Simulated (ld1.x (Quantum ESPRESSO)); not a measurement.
rhodium, RRKJ: configuration errors across variants

* Element: rhodium
* Generator: ld1.x (Quantum ESPRESSO) 7.5
* Type: norm-conserving RRKJ (Kleinman–Bylander form)
* Functional: revPBE
* Relativity: scalar-relativistic
* Frozen core: [Ar] 3d10
* Valence charge: 17
* Reference configuration: 4s2 4p6 4d6 5s0 5p0 (charge +3)
* Partial waves: 4p (bound): rc 1.50 bohr; 4d (bound): rc 1.30 bohr; 4s (bound): rc 1.15 bohr
* Local potential: the s channel
* Core correction: Bessel-smoothed model core inside 0.65 bohr

All-electron excitation energies from the reference (eV): (1) 4s2 4p6 4d8 5s1 5p0 -59.180; (2) 4s2 4p6 4d8 5s0 5p0 -51.851; (3) 4s2 4p6 4d7 5s0 5p0 -32.427; (4) 4s2 4p6 4d7 5s2 5p0 -56.657; (5) 4s2 4p6 4d9 5s0 5p0 -60.130; (6) 4s2 4p6 4d8.5 5s0.5 5p0 -59.833; (7) 4s2 4p6 4d8 5s0 5p1 -55.617.

3 further variants failed, have other tests or another functional or relativity, and are left out.

Errors AE − PS in meV (a dash: test not solved or not reliable):

| change | (1) | (2) | (3) | (4) | (5) | (6) | (7) | bound ghosts |
| --- | --- | --- | --- | --- | --- | --- | --- | --- |
| base | +158 | +21 | +8.9 | +358 | +27 | +86 | +61 | none |
| wave 4s (bound): rc 1.15 bohr becomes 4s (bound): rc 1.58 bohr | +1524 | +129 | +42 | +3402 | +205 | +804 | +299 | none |
| core correction Bessel-smoothed model core inside 0.82 bohr | +158 | +21 | +9.0 | +358 | +27 | +86 | +61 | none |

(1) Give the same row for: wave 4p (bound): rc 1.50 bohr becomes 4p (bound): rc 1.14 bohr.

Results:

(1) +157, +20, +8.6, +356, +28, +85, +39; bound ghosts: none.
